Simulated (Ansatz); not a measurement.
A nudged elastic band was laid between two geometries of BHOSSe (5 atoms, charge 0, multiplicity 1).

Computed with RKS PBE0/def2-SVP (Ansatz).

```yaml
movable_images: 1
climbing_image: no
spring: 5.0 eV/Å²
optimiser: quadratic models (default)
start_path: IDPP
force_threshold: 0.03 eV/Å
iteration_limit: 60
end_points: relaxed
```

First end point:

```xyz
5
Properties=species:S:1:pos:R:3
S -0.819 -1.814 1.666
B -0.197 -1.017 0.393
O 0.288 -0.412 -0.669
Se 0.997 1.288 -0.514
H -0.269 1.955 -0.876
```

Last end point:

```xyz
5
Properties=species:S:1:pos:R:3
S -0.906 -1.879 1.535
B 0.028 -0.789 0.773
O 0.814 0.101 0.204
Se 0.427 0.709 -1.498
H -0.363 1.858 -1.014
```

What changes between the two ends?

No bond is made or broken. The dihedral B2–O3–Se4–H5 goes from -94 to 92°. The two ends are copies of one structure, up to a mirror image or an exchange of like atoms.

Give the energies along the band, and the barrier.

The forces met the threshold. The highest image is number 1 of 0 to 2, 4.9 kJ/mol above the ends, which have the same energy within 2 meV. The dihedral B2–O3–Se4–H5 jumps by 94° between images 1 and 2, so the path isn't resolved there. No image climbed, so the highest image needn't sit at the top of the path. So few images can step over the top or miss a turn of the path.

| image | path coordinate (Å) | energy (kJ/mol) | dihedral B2–O3–Se4–H5 (°) |
| --- | --- | --- | --- |
| 0 | 0.00 | 0.0 | -94 |
| 1 | 1.14 | 4.9 | -2 |
| 2 | 2.28 | 0.0 | 92 |

What is the geometry of the highest image?


```xyz
5
Properties=species:S:1:pos:R:3:forces:R:3
S -1.144 -1.522 1.467 0.01 -0.01 0.00
B 0.014 -0.893 0.513 -0.02 0.01 0.00
O 0.937 -0.378 -0.258 0.01 -0.02 0.00
Se 0.778 1.252 -1.106 0.02 0.02 -0.02
H -0.585 1.542 -0.617 -0.01 -0.01 0.01
```

The run took 25 s on 1 CPU thread of a shared host.
